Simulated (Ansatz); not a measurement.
Isolated molecules relaxed with PBE0-D4/def2-TZVP in Ansatz; ΔE leaves out vibrations. CCSD(T)/CBS adds triple-zeta CCSD(T) − MP2 to the extrapolated MP2 energy (def2 sets, frozen cores). DFT in def2-TZVPP. B3LYP here is the variant with VWN-RPA as its local correlation; programs differ in this. Each species was taken in one conformer, which may not be the lowest.

`CC1(C=O)CO1` + `BCBCl` → `BCB(C)Cl` + `O=CC1CO1`  (formal exchange of groups at a C–C bond)

```tsv
level	ΔE (kJ/mol)	difference from CCSD(T)/CBS
PBE-D4	-32.5	-3.9
r2SCAN-D4	-32.3	-3.7
ωB97X-V	-28.6	0.0
ωB97M-V	-30.7	-2.1
B2PLYP	-29.5	-0.9
r2SCAN	-32.2	-3.6
B3LYP	-31.0	-2.4
HF/def2-TZVPP	-27.4	1.2
SCS-MP2/def2-TZVPP	-26.6	2.0
CCSD/def2-TZVPP	-28.3	0.3
CCSD(T)/def2-TZVPP	-27.7	0.9
HF/def2-QZVPP	-27.4	1.2
MP2/def2-QZVPP	-28.4	0.2
SCS-MP2/def2-QZVPP	-27.2	1.4
HF/CBS(def2)	-27.4	1.2
MP2/CBS(def2)	-28.8	-0.2
CCSD(T)/CBS	-28.6	0
```

Largest T1 diagnostic among the species: 0.014.
